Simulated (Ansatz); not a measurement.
## Energy profile

The step: AlH₃Cl₂O₂ ([OH][OH][AlH]([Cl])[Cl]) → AlHCl₂O₂ ([Cl][Al]1([Cl])[O][OH]1) + H₂; bonds formed: Al1–O7, H2–H5; dative contacts that become bonds: Al1–O6; bonds broken: Al1–H2, H5–O6 (atoms numbered as in the saddle structure below).

```
8
angstrom
Al -0.3488 -0.9313 0.2778
H -1.7166 0.1323 0.0823
Cl 0.0008 -2.0592 -1.4341
Cl -0.2706 -1.7906 2.1728
H -0.8832 0.7834 -0.0328
O 0.3236 0.8017 0.2047
O 1.2296 1.1493 -0.8348
H 1.6651 1.9142 -0.4360
```

Electronic energies by CCSD(T) at an estimated basis limit (MP2 extrapolated from triple and quadruple zeta, plus CCSD(T) − MP2 in triple zeta), on PBE0-D4/def2-TZVP structures; AlH3Cl2O2, closed shell; no counterpoise correction. Program: Ansatz 0.2.0. Basis: def2-TZVPP and def2-QZVPP. Cores are frozen in the correlated methods. Extrapolation: Hartree–Fock as exp(−7.88 √X), correlation as X^−2.97.

**Question.** Give the profile in eV, counted from the separated reactants. (Judge from chemistry; the value comes from the calculation.)

**Answer.** Computed:
| point | eV |
| --- | --- |
| separated: AlHCl2 (linked as [Cl][AlH][Cl]; Al1, H2, Cl3, Cl4; singlet) + H2O2 (linked as [OH][OH]; H5, O6, O7, H8; singlet) | 0.000 |
| start structure | -1.075 |
| saddle | 0.000 |
| end structure | -1.359 |
| separated: AlHCl2O2 (linked as [Cl][Al]1([Cl])[O][OH]1; Al1, Cl3, Cl4, O6, O7, H8; singlet) + H2 (H2, H5; singlet) | -1.317 |

The T1 diagnostic stays at or below 0.013.

For scale, one of the runs: CCSD(T)/def2-TZVPP, 230 basis functions, launched by `ansatz run in.yaml --threads 4 --pin off --events-out ev --progress --plain --max-ram 9574MiB`. The run took 2.2 min on 4 CPU threads of an Intel Xeon (shared host), with 3.7 GiB of host memory at its peak.
